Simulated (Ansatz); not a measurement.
Cartesian coordinates in Å:
```
O -0.244 1.928 0.918
Si 0.415 0.472 1.335
C 0.675 -0.630 -0.142
Ge -0.871 -0.710 -1.346
H 0.310 2.560 0.460
H 1.708 0.678 2.048
H -0.570 -0.148 2.255
H 1.544 -0.305 -0.722
H 0.888 -1.645 0.210
H -1.005 0.612 -2.118
H -0.692 -1.857 -2.358
H -2.158 -0.954 -0.541
```

Total charge 0; spin multiplicity 1.

(1) List the CAM-B3LYP/def2-TZVPP orbital energies in eV (Ansatz 0.2.0). (Best estimate.)

Answers

(1) The calculation gave: Occupied: -10851.87, -1801.23, -1356.12, -1207.07, -1207.07, -1207.07, -522.49, -278.53, -170.94, -145.72, -121.22, -121.22, -121.22, -101.08, -101.04, -101.03, -34.81, -34.81, -34.80, -34.73, -34.73, -29.59, -21.41, -17.32, -16.71, -14.40, -13.57, -12.55, -12.06, -10.87, -10.79, -10.70, -10.26, -9.65. Lowest empty: 1.09, 1.56, 2.30, 2.66, 2.73, 2.97, 3.16, 3.35.
